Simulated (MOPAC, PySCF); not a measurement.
Ligands exchanged one at a time, Ge Cl-OH. Isolated molecules, 0 K electronic values unless said otherwise. One relaxed conformer stands for each flexible species; it need not be the lowest. Strings in code marks are SMILES.

Quantity: redistribution energy (mixed species minus the weighted end members), in kcal/mol. Semi-empirical values (MOPAC) are differences of heats of formation.

Level 1: B3LYP/3-21G // PBE-D3(BJ)/def2-TZVP (PySCF)
Level 2: PBE/6-31G* // PBE-D3(BJ)/def2-TZVP (PySCF)
Level 3: SVWN5/6-31G* // PBE-D3(BJ)/def2-TZVP (PySCF)
Level 4: PM7 // PBE-D3(BJ)/def2-TZVP (MOPAC)

```csv
species,level 1,level 2,level 3,level 4
1 of 4 Cl replaced by OH: `[Cl][Ge]([Cl])([Cl])[OH]`,-3.46,-0.88,-0.71,-3.58
"2 of 4 Cl replaced by OH: `[OH][Ge]([OH])([Cl])[Cl]` (H–O–Ge–Cl torsion 50°, Cl–Ge–O–H torsion 171°)",-4.54,-1.13,-0.90,-4.85
3 of 4 Cl replaced by OH: `[OH][Ge]([Cl])([OH])[OH]`,-3.90,-0.74,-0.43,-1.27
```
